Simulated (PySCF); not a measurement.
SMILES C=C(C)C(C)(C)CC, C₈H₁₆

Molfile (atoms numbered from 1):
```
C8H16
     RDKit          3D

 24 23  0  0  0  0  0  0  0  0999 V2000
   -1.6380    0.3176    1.5309 C   0  0  0  0  0  0  0  0  0  0  0  0
   -1.1081    0.2051    0.3061 C   0  0  0  0  0  0  0  0  0  0  0  0
   -1.7734    0.8826   -0.8604 C   0  0  0  0  0  0  0  0  0  0  0  0
    0.1648   -0.5902    0.0169 C   0  0  0  0  0  0  0  0  0  0  0  0
   -0.1695   -1.7497   -0.9350 C   0  0  0  0  0  0  0  0  0  0  0  0
    0.7709   -1.1901    1.2861 C   0  0  0  0  0  0  0  0  0  0  0  0
    1.2087    0.3163   -0.6753 C   0  0  0  0  0  0  0  0  0  0  0  0
    1.6116    1.5616    0.0974 C   0  0  0  0  0  0  0  0  0  0  0  0
   -2.5567    0.8902    1.6871 H   0  0  0  0  0  0  0  0  0  0  0  0
   -1.1941   -0.1453    2.4136 H   0  0  0  0  0  0  0  0  0  0  0  0
   -2.0379    0.1672   -1.6553 H   0  0  0  0  0  0  0  0  0  0  0  0
   -1.1151    1.6371   -1.3214 H   0  0  0  0  0  0  0  0  0  0  0  0
   -2.6948    1.3911   -0.5451 H   0  0  0  0  0  0  0  0  0  0  0  0
   -0.5469   -1.3934   -1.9051 H   0  0  0  0  0  0  0  0  0  0  0  0
   -0.9301   -2.4126   -0.4943 H   0  0  0  0  0  0  0  0  0  0  0  0
    0.7329   -2.3495   -1.1342 H   0  0  0  0  0  0  0  0  0  0  0  0
    1.0238   -0.4224    2.0317 H   0  0  0  0  0  0  0  0  0  0  0  0
    1.6945   -1.7357    1.0370 H   0  0  0  0  0  0  0  0  0  0  0  0
    0.0796   -1.9036    1.7597 H   0  0  0  0  0  0  0  0  0  0  0  0
    2.1017   -0.3004   -0.8800 H   0  0  0  0  0  0  0  0  0  0  0  0
    0.8221    0.6096   -1.6661 H   0  0  0  0  0  0  0  0  0  0  0  0
    2.0903    1.3127    1.0568 H   0  0  0  0  0  0  0  0  0  0  0  0
    2.3286    2.1664   -0.4784 H   0  0  0  0  0  0  0  0  0  0  0  0
    0.7400    2.1961    0.3231 H   0  0  0  0  0  0  0  0  0  0  0  0
  1  2  2  0
  2  3  1  0
  2  4  1  0
  4  5  1  0
  4  6  1  0
  4  7  1  0
  7  8  1  0
  1  9  1  0
  1 10  1  0
  3 11  1  0
  3 12  1  0
  3 13  1  0
  5 14  1  0
  5 15  1  0
  5 16  1  0
  6 17  1  0
  6 18  1  0
  6 19  1  0
  7 20  1  0
  7 21  1  0
  8 22  1  0
  8 23  1  0
  8 24  1  0
M  END
```

Method: quadratic response CAM-B3LYP/aug-cc-pVDZ first hyperpolarisability, Taylor convention, gas phase in PySCF. Geometry: PBE0-D3(BJ)/def2-SVP.

Give the tensor of the second harmonic β(−2ω;ω,ω) at 1064 nm in the axes of these coordinates.

In au, Taylor convention; rows are the first index (the induced dipole):
|  | xx | yy | zz | xy | xz | yz |
| --- | --- | --- | --- | --- | --- | --- |
| x | +29.6 | +9.3 | +9.5 | +8.3 | -20.5 | -6.3 |
| y | +8.2 | +29.6 | +1.9 | +8.5 | -6.4 | -18.5 |
| z | -22.0 | -19.8 | -13.6 | -6.8 | +9.7 | +1.4 |

Norm of βᵢ = ⅓ Σⱼ (βᵢⱼⱼ + βⱼᵢⱼ + βⱼⱼᵢ): 82.0 au, hyper-Rayleigh value 32.1 au.
